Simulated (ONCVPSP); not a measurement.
# Potentials for technetium compared

Generated with ld1.x 7.5 (TM, RRKJ, ultrasoft, PAW), atompaw 4.2 or ONCVPSP 4.0.1. The cutoff is in Ry: for ld1.x and atompaw files where the sum of valence levels is converged to 10 mRy in a Bessel basis, for ONCV files where the hardest occupied wave has 1 mHa per electron of residual kinetic energy. The error is the largest all-electron minus pseudo excitation energy over each file’s own four to seven test configurations (ionisations up to +4, promotions, holes and added fractions of an electron), all of which were solved. The labels leave out finer settings (local radius, basis sizes, second energies), which also bear on the numbers. Spin-polarised tests are not counted. The rows are a selection from randomly drawn settings: files with unsolved tests, undetermined cutoffs or missed reference levels are left out.

A true bound ghost makes a file unfit for plane-wave use even where its test errors are small: the radial tests pick states by their node count and pass the ghost by.

```tsv
potential	cutoff (Ry)	largest error (meV)	bound ghosts
ONCV, Wu-Cohen, scalar-relativistic, rc 1.60/1.80/1.60 (spd), local smoothed, core correction no, reference 4s2 4p6 4d5 5s2, qcut 7.5/9.2/6.7, projectors 2/2/3	42	-4.9	none
ONCV, PBE, scalar-relativistic, rc 1.55/1.35/2.00 (spd), local smoothed, core correction yes, reference 4s2 4p6 4d5 5s2, qcut 8.4/6.3/6.2, projectors 2/2/2	82	-4.1	none
ONCV, BLYP, scalar-relativistic, rc 1.90/1.90/2.40/1.85 (spdf), local smoothed, core correction no, reference 4s2 4p6 4d5 5s1.5 5p0.5, qcut 6.2/8.7/6.8/5.4, projectors 2/2/2/1	33	+17	none
ONCV, PBE, scalar-relativistic, rc 1.70/1.40/1.90 (spd), local smoothed, core correction yes, reference 4s2 4p6 4d5 5s2, qcut 5.4/10.1/9.7, projectors 2/2/2	76	-10	none
ONCV, BLYP, fully relativistic, rc 2.50/2.45/1.85/2.30 (spdf), local smoothed, core correction no, reference 4d5 5s2, qcut 2/4/10.1/5.4, projectors 1/2/1/2	49	+187	none
ONCV, PBE, fully relativistic, rc 2.05/1.30/2.15 (spd), local smoothed, core correction no, reference 4s2 4p6 4d5 5s2, qcut 6.4/7.5/8.3, projectors 3/1/2	47	+40	none
ONCV, PBEsol, scalar-relativistic, rc 1.75/1.85/2.10 (spd), local smoothed, core correction yes, reference 4s2 4p6 4d5 5s1.5, qcut 6.8/8.8/8.6, projectors 2/1/2	42	+180	s, p
```

Fill in the row for Tc: ONCV, PBE, fully relativistic, rc 1.60/1.65/1.80 (spd), local smoothed, core correction yes, reference 4s2 4p6 4d5 5s2, qcut 9.2/10.1/9.8, projectors 2/2/2.

cutoff 54 Ry, largest error -1.9 meV, bound ghosts: none.

Fill in the row for Tc: ONCV, PBEsol, scalar-relativistic, rc 2.65/2.60/2.00/2.55 (spdf), local smoothed, core correction yes, reference 4d5 5s2, qcut 2.1/3/7.6/4.6, projectors 2/3/2/2.

cutoff 38 Ry, largest error -159 meV, bound ghosts: none.
